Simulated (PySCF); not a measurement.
**Vertical excitation energies**

Species: H₉O₂PSi₃.
Z-matrix (Å and degrees, PBE0-D3(BJ)/def2-SVP geometry), rows numbered from 1:
```
Si
O   1  1.6573
Si  2  1.6446  1  153.31
O   3  1.6551  2  110.56  1   -18.58
Si  4  1.6597  3  143.17  2   -27.96
P   5  2.2661  4  108.71  3   -23.81
H   1  1.4890  2  109.73  3   124.70
H   1  1.4926  2  108.73  3  -115.48
H   1  1.4948  2  110.15  3     3.77
H   3  1.4857  2  109.94  1   100.04
H   3  1.4873  2  108.06  1  -138.01
H   5  1.4907  4  108.03  3  -147.24
H   5  1.4934  4  110.38  3    93.40
H   6  1.4292  5   93.09  4  -178.75
H   6  1.4283  5   94.55  4   -84.34
```

Computed with TDDFT B3LYP/def2-SVPD, vertical, gas phase, core orbitals frozen in the response in PySCF.

Problem. List the vertical singlet excitations with oscillator strengths and describe the spectrum.

Solution. 

```csv
state,λ (nm),E (eV),f,"main configurations (H = HOMO, L = LUMO)"
S1,205.1,6.04,0.016,"H→L (76%), H→L+1 (18%)"
S2,194.6,6.37,0.029,"H→L+1 (64%), H→L (16%), H→L+2 (16%)"
S3,189.7,6.54,0.011,"H→L+2 (62%), H→L+3 (20%), H→L+1 (14%)"
S4,183.8,6.74,0.0007,"H→L+3 (67%), H→L+2 (17%), H→L+4 (9%)"
S5,181.1,6.84,0.0049,H-1→L (93%)
S6,178.5,6.95,0.214,"H→L+4 (70%), H→L+3 (10%)"
```

The lowest singlet comes at 205 nm (583 kJ/mol) in the ultraviolet; it is weak; its leading configuration is HOMO→LUMO (76%). The strongest level in the table is S6 at 6.95 eV (179 nm, f = 0.214). It is the last of those listed, so stronger ones may follow. Löwdin shares by element: HOMO phosphorus 60%, silicon 15% or more, hydrogen 12% or more; LUMO silicon 38%, phosphorus 18% (atoms not listed hold the other 44%). Orbital energies (eV): HOMO-3 -8.68, HOMO-2 -8.68, HOMO-1 -8.21, HOMO -7.39, LUMO -0.43, LUMO+1 -0.10, LUMO+2 0.00. Of the 6 states listed, 4 reach f = 0.01 and none stays under 0.0005. The oscillator strengths of these states sum to 0.276; summed over the whole spectrum of an exact calculation they would give the number of electrons, 82 (Thomas–Reiche–Kuhn). No computed singlet lies in the visible range (380 to 750 nm); the lowest, at 205 nm, stands 2.78 eV above its violet end (3.26 eV). Only the lowest 6 singlets were computed, as vertical energies without vibronic structure.

One conformer stands for the species.
